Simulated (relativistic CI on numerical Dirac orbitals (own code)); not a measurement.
As5+: computed level list

These numbers are calculated, not measured: Dirac-Coulomb-Breit CI, separate exchange-only KLI orbitals for each configuration, a model potential for QED, valence Slater integrals scaled by 0.85, P86 correlation estimate, and configurations built on the next ion tied to the tabulated ionisation energy (semi-empirical) (own radial code, finite nucleus).

Configuration list (outside the closed core [Ar]): 3d10, 3d9 4s, 3d9 4p, 3d9 4d, 3d9 5s, 3d9 4f, 3d9 5p, 3d8 4s2, 3d9 5d, 3d9 5f, 3d9 5g, 3d8 4s 4p, 3d8 4p2, 3d8 4s 4d, 3d8 4p 4d. Levels of other configurations are missing.

```csv
No.,Configuration,Term,J,E (cm⁻¹),%,Next component (%),Lifetime (s)
1,3d10,1S,0,0,100,,
2,3d9 4s,3D,3,338183,100,,
3,3d9 4s,3D,2,340112,78,21 1D,5.53e-05
4,3d9 4s,3D,1,343769,100,,6.43e-01
5,3d9 4s,1D,2,346729,78,21 3D,1.42e-05
6,3d9 4p,3P°,2,442177,94,5 3D°,4.78e-10
7,3d9 4p,3F°,3,445976,64,30 1F°,4.60e-10
8,3d9 4p,3P°,1,447401,95,4 3D°,4.00e-10
9,3d9 4p,3F°,4,449021,100,,4.01e-10
10,3d9 4p,3F°,2,449873,93,6 3D°,4.47e-10
11,3d9 4p,3P°,0,450543,100,,4.35e-10
12,3d9 4p,1F°,3,454894,49,44 3D°,3.87e-10
13,3d9 4p,1D°,2,454902,65,29 3D°,3.92e-10
14,3d9 4p,3D°,3,457192,50,28 3F°,3.81e-10
15,3d9 4p,1P°,1,458004,72,28 3D°,4.15e-11
16,3d9 4p,3D°,1,459839,68,27 1P°,9.39e-11
17,3d9 4p,3D°,2,460772,60,35 1D°,3.68e-10
18,3d9 4d,3S,1,600328,90,8 3P,9.50e-11
19,3d9 4d,3G,5,605749,100,,9.49e-11
20,3d9 4d,3G,4,605967,63,36 1G,9.13e-11
21,3d9 4d,3P,2,606288,76,23 3D,9.09e-11
22,3d9 4d,1P,1,606350,52,29 3P,9.74e-11
23,3d9 4d,3D,3,608051,83,13 3F,9.39e-11
24,3d9 4d,3G,3,608876,54,27 1F,9.26e-11
25,3d9 4d,3P,0,608981,100,,9.04e-11
26,3d9 4d,3D,2,609648,47,24 1D,9.40e-11
27,3d9 4d,3F,4,609717,58,31 1G,9.55e-11
28,3d9 4d,3P,1,610210,54,37 1P,9.61e-11
29,3d9 4d,3G,3,612147,43,35 1F,9.15e-11
30,3d9 4d,3D,1,612606,80,10 3P,9.33e-11
31,3d9 4d,3F,4,613050,41,33 1G,9.54e-11
32,3d9 4d,3F,2,614628,35,30 3D,9.54e-11
33,3d9 4d,3F,3,615741,52,38 1F,9.54e-11
34,3d9 4d,3F,2,615975,50,48 1D,9.16e-11
35,3d9 4d,1S,0,656377,89,11 3d9 5d 1S,5.50e-11
36,3d9 5s,3D,3,657905,100,,8.69e-11
37,3d9 5s,3D,2,658686,53,47 1D,8.64e-11
38,3d9 5s,3D,1,663524,100,,8.69e-11
39,3d9 5s,1D,2,664189,53,47 3D,8.63e-11
40,3d9 5p,3P°,2,697166,91,8 3D°,2.96e-10
41,3d9 5p,3F°,3,698470,56,37 1F°,2.89e-10
42,3d9 5p,3F°,4,699534,100,,3.12e-10
43,3d9 5p,3P°,1,700233,72,21 1P°,1.76e-10
44,3d9 5p,1D°,2,701195,42,29 3D°,3.02e-10
45,3d9 5p,3D°,3,701857,80,20 1F°,3.02e-10
46,3d9 5p,3P°,0,703736,100,,3.10e-10
47,3d9 5p,3F°,2,703895,72,26 1D°,2.95e-10
48,3d9 5p,1P°,1,705266,79,20 3P°,8.29e-11
49,3d9 5p,3F°,3,705903,44,43 1F°,3.03e-10
50,3d9 5p,3D°,1,706770,92,8 3P°,3.00e-10
51,3d9 5p,3D°,2,707333,61,32 1D°,3.04e-10
52,3d8 4s2‡,3F,4,715582,97,2 3d8 4p2 3F,4.48e-08
53,3d8 4s2‡,3F,3,720508,97,2 3d8 4p2 3F,3.66e-08
54,3d8 4s2‡,3F,2,723319,93,4 1D,3.37e-08
55,3d9 4f,3P°,0,724674,100,,1.20e-10
56,3d9 4f,3P°,1,725081,88,11 3D°,1.07e-10
57,3d9 4f,3P°,2,725723,59,25 3D°,1.23e-10
58,3d9 4f,3H°,6,726096,100,,1.24e-10
59,3d9 4f,1H°,5,726259,51,49 3H°,1.24e-10
60,3d9 4f,1D°,2,727067,40,34 3F°,1.26e-10
61,3d9 4f,3D°,3,727094,66,27 3F°,1.25e-10
62,3d9 4f,3F°,4,727657,79,12 3G°,1.27e-10
63,3d9 4f,3G°,5,727788,77,12 1H°,1.27e-10
64,3d9 4f,1G°,4,727798,43,34 3G°,1.26e-10
65,3d9 4f,1F°,3,727963,47,27 3F°,1.28e-10
66,3d9 4f,3D°,1,728244,72,22 1P°,2.98e-11
67,3d9 4f,3P°,2,731332,41,36 3D°,1.24e-10
68,3d9 4f,3H°,4,732102,76,13 1G°,1.23e-10
69,3d9 4f,3H°,5,732170,41,37 1H°,1.25e-10
70,3d9 4f,3F°,2,732891,66,21 1D°,1.25e-10
```

Energies count from the lowest computed level; ° marks odd parity; lifetimes are radiative, by E1, M1, E2 decay to levels of this space only; some are left blank where a channel outside the calculation adds to the decay or the decay crosses a small, uncertain gap. ‡ marks configurations that were not tied to measured data.

The mean weight of the leading LS term, summed over parents, in these 70 levels is 72 %, and that of the leading jj configuration (from the same eigenvectors) 81 %.

Configurations that consist of the next ion and one excited electron were tied to the tabulated ionisation energy; Rydberg ones are usually within 1,000 to 3,000 cm⁻¹ and the lowest ones within about 6,000 (9,000 in d shells), while levels on excited terms of the next ion carry the error of that term, and the other configurations can be misplaced by 10,000 cm⁻¹ or more. Rates follow the energies as ν³ (E1, M1) or ν⁵ (E2), so rates, branching and lifetimes can be off by large factors. 4 of the 4 excited levels that our extract of the measured tables holds in this range could be paired (the sources list more); they are missed by 6821 cm⁻¹ on average and 7003 at most, and levels without a partner can miss by more.

LS names give the leading component of a level, which can be under half, so a name can repeat, a term be missing and a line seem to break the LS rules.
